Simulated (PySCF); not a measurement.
Field gradients from PBE0/pcSseg-1 densities (PySCF, non-relativistic) at GFN2-xTB geometries, isolated species, one conformer each; χzz is the principal value of largest magnitude, with Q(14N) = 0.02044 b, Q(17O) = −0.0256 b. GFN2-xTB bond lengths can be off by several hundredths of an ångström, more for odd bonds, and the gradients follow them. The small basis limits the accuracy of the gradients.

(1) These 14N couplings (χzz in MHz, η) are listed in rising order: (-5.837, 0.04); (-5.605, 0.37); (-5.161, 0.39); (-4.780, 0.13); (-4.170, 0.34). Assign them to: N2 (imine nitrogen) in `[CH3:1]/[N:2]=[CH:3]\[C@@H:4]1[CH:5]=[CH:6][C@@H:7]1[NH:8][CH:9]=[O:10]`; the imine nitrogen of `[H]/N=C/C(C)(C)[SiH2]C(C)=O`; N5 (pyridine-type nitrogen) in `[N:1]#[C:2][c:3]1[cH:4][n:5][n:6]([CH:7]2[CH2:8][CH2:9]2)[n:10]1`; the amide nitrogen of `C=C(F)N(C)C(C)=O`; the secondary amine nitrogen of `CCCNCC`.

(2) Rank these 17O sites by the size of the quadrupole coupling, smallest first.
A. The amide oxygen of `C=C(F)N(C)C(C)=O`
B. The amide oxygen of `C/N=C\[C@@H]1C=C[C@@H]1NC=O`
C. The carbonyl oxygen of `[H]/N=C/C(C)(C)[SiH2]C(C)=O`

## Answers

(1) -5.837 MHz, η 0.04: the secondary amine nitrogen of `CCCNCC`; -5.605 MHz, η 0.37: N2 (imine nitrogen) in `[CH3:1]/[N:2]=[CH:3]\[C@@H:4]1[CH:5]=[CH:6][C@@H:7]1[NH:8][CH:9]=[O:10]`; -5.161 MHz, η 0.39: N5 (pyridine-type nitrogen) in `[N:1]#[C:2][c:3]1[cH:4][n:5][n:6]([CH:7]2[CH2:8][CH2:9]2)[n:10]1`; -4.780 MHz, η 0.13: the amide nitrogen of `C=C(F)N(C)C(C)=O`; -4.170 MHz, η 0.34: the imine nitrogen of `[H]/N=C/C(C)(C)[SiH2]C(C)=O`.

(2) B (9.542 MHz), A (10.29 MHz), C (11.95 MHz).

All sites together:

```tsv
nucleus	site	Vzz (au)	η	χzz (MHz)
14N	N2 (imine nitrogen) in [CH3:1]/[N:2]=[CH:3]\[C@@H:4]1[CH:5]=[CH:6][C@@H:7]1[NH:8][CH:9]=[O:10]	-1.167	0.37	-5.605
14N	the imine nitrogen of [H]/N=C/C(C)(C)[SiH2]C(C)=O	-0.868	0.34	-4.170
14N	N5 (pyridine-type nitrogen) in [N:1]#[C:2][c:3]1[cH:4][n:5][n:6]([CH:7]2[CH2:8][CH2:9]2)[n:10]1	-1.075	0.39	-5.161
14N	the amide nitrogen of C=C(F)N(C)C(C)=O	-0.995	0.13	-4.780
14N	the secondary amine nitrogen of CCCNCC	-1.215	0.04	-5.837
17O	the amide oxygen of C/N=C\[C@@H]1C=C[C@@H]1NC=O	-1.586	0.06	9.542
17O	the carbonyl oxygen of [H]/N=C/C(C)(C)[SiH2]C(C)=O	-1.987	0.49	11.95
17O	the amide oxygen of C=C(F)N(C)C(C)=O	-1.710	0.12	10.29
```
